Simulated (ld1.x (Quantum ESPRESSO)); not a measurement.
**Building the TM potential for bromine (Br) (PBE, scalar-relativistic).**

ld1.x (Quantum ESPRESSO) 7.5 input, shortened:

```
&input
   title='Br', zed=35., rel=1, dft='PBE', iswitch=3,
   config='[Ar] 3d10 4s2 4p4.75'
 /
 &inputp
   pseudotype=2, tm=.true., lloc=-1, rcloc=0.85,
   nlcc=.true.
 /
3
4S  1  0   2.00   0.00  1.35  1.35  0.0
3P  2  1   6.00   0.00  0.55  0.55  0.0
3D  3  2  10.00   0.00  1.05  1.05  0.0
 &test
   configts(1)='3p6 3d10 4s2 4p4.75'
 /
```

Occupied shells without a wave of their own: 4p. They enter only through the test configuration that unscreens the potential, and ld1.x also counts them in the model core charge.

Poles of the logarithmic derivatives, all-electron (AE) and pseudo (PS). s: poles at no energy (AE) and -14.3, 4.6 (PS) Ry. p: poles at -12.9 (AE) and -12.9 (PS) Ry. d: poles at -4.9 (AE) and -4.9 (PS) Ry. Test radius 1.49 bohr.

* Cutoffs needed: over 300 Ry and over 300 Ry (the cutoffs (Ry, on a coarse ladder) from which the occupation-weighted sum of valence levels, in a spherical-Bessel basis at the reference potential, stays within 10 and 1 mRy of its value at 400 Ry)
* Ghost test: ghost state, extra bound levels that the all-electron valence spectrum of the same l lacks: s at -195.3 eV; a true bound ghost makes a file unfit for plane-wave use (spherical-Bessel basis up to 400 Ry, 20 bohr box)
* Largest excitation error: -1643 meV (all-electron minus pseudo) for 3p6 3d10 4s2 4p1, out of 7 test configurations

Note: ghost state, extra bound levels that the all-electron valence spectrum of the same l lacks: s at -195.3 eV. A true bound ghost makes a file unfit for plane-wave use. ld1.x takes every shell without a wave as core, so the model core holds the 4p electrons as well and exchange and correlation see them twice. This cancels in the reference configuration, but the file is broken for other ones, and its errors say nothing about a proper core correction.
